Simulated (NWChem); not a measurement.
Species: pyrimidine (C$_{4}$H$_{4}$N$_{2}$); SMILES c1ncccn1

Program: NWChem. The geometry was optimised at PBE-D3(BJ)/def2-SVP.

For level TPSS/cc-pVTZ:

```yaml
dipole (D): 2.22
```

How do the values read with level TPSS/aug-cc-pVDZ instead?

The dipole (D) is 2.33.
